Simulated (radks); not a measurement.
All-electron atom: Pb LVI in [Ar] 3d9 (the NIST ground configuration).

Calculated with a radial shooting solver on a logarithmic mesh with Libxc functionals: scalar-relativistic Kohn-Sham, exchange-only LDA, spin-polarised, spherical densities, point nucleus; open shells are filled with parallel spins first (spin-orbit coupling, left out, can overturn this in heavy ions).

Energy parts (hartree):
| part | energy |
|---|---|
| total | -18365.0783 |
| kinetic | 21039.1944 |
| electron-nucleus | -42113.9244 |
| Hartree | 2956.8288 |
| exchange | -247.1772 |

Orbitals (lengths in bohr, moments of r in powers of bohr; r(90%) holds 90 % of the orbital's charge):
| orbital | occ. | eigenvalue (hartree) | r(90%) |
|---|---|---|---|
| 1s up | 1 | -3357.642 | 0.0294 |
| 1s down | 1 | -3357.636 | 0.0294 |
| 2s up | 1 | -697.5133 | 0.105 |
| 2s down | 1 | -697.3349 | 0.105 |
| 2p up | 3 | -615.6044 | 0.0999 |
| 2p down | 3 | -615.4546 | 0.0999 |
| 3s up | 1 | -249.9372 | 0.249 |
| 3s down | 1 | -249.7357 | 0.249 |
| 3p up | 3 | -226.2211 | 0.254 |
| 3p down | 3 | -226.0220 | 0.254 |
| 3d up | 5 | -203.5448 | 0.236 |
| 3d down | 4 | -203.3032 | 0.236 |
| 4s up | 0 | -125.4979 | 0.468 |
| 4s down | 0 | -125.4237 | 0.469 |
| 4p up | 0 | -116.3307 | 0.485 |
| 4p down | 0 | -116.2594 | 0.485 |

The highest occupied level is 3d down at -5532.2 eV. The density falls to 0.001 e/bohr^3 at r = 0.58 bohr.
